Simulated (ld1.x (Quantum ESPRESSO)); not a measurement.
**Reading a pseudo-wave (Zn)**

Columns: radius, all-electron u(r) and pseudo u(r) of the 4p shell (level -1.12 eV) of zinc in the configuration [Ar] 3d10 4s2 4p0; PBE, scalar-relativistic, PAW scheme, ld1.x (Quantum ESPRESSO) 7.5.

```
r (bohr)  all-electron  pseudo
   0.173        0.0686  0.0057
   0.345       -0.0956  0.0222
   0.518       -0.1576  0.0490
   0.690       -0.1160  0.0840
   0.862       -0.0319  0.1255
   1.035        0.0606  0.1717
   1.208        0.1465  0.2199
   1.380        0.2208  0.2675
   1.553        0.2836  0.3131
   1.725        0.3350  0.3544
   1.898        0.3768  0.3906
   2.070        0.4099  0.4205
   2.242        0.4354  0.4441
   2.415        0.4546  0.4616
   2.588        0.4682  0.4734
   2.760        0.4769  0.4804
   2.932        0.4815  0.4835
   3.105        0.4827  0.4835
   3.278        0.4810  0.4812
   3.450        0.4769  0.4769
   3.623        0.4709  0.4709
   3.795        0.4633  0.4633
   3.968        0.4544  0.4544
   4.140        0.4446  0.4446
   4.312        0.4341  0.4341
   4.485        0.4228  0.4228
```

(1) How many radial nodes do the two functions have?

(2) At about which radius was the pseudo-wave matched?

(3) Where does each function peak?

(4) Is the pseudo-wave norm-conserving?

Answers

(1) The all-electron 4p function has n − l − 1 = 2; the pseudo-wave has 0, since the states of the same l below it are removed with the core.

(2) 3.45 bohr, where the columns begin to agree (steps of 0.17 bohr).

(3) Outermost all-electron maximum near 3.10 bohr, pseudo maximum near 2.93 bohr (to the table’s step).

(4) No, it belongs to a PAW set: the norm inside the radius is not constrained, and the difference is carried by the augmentation charge.
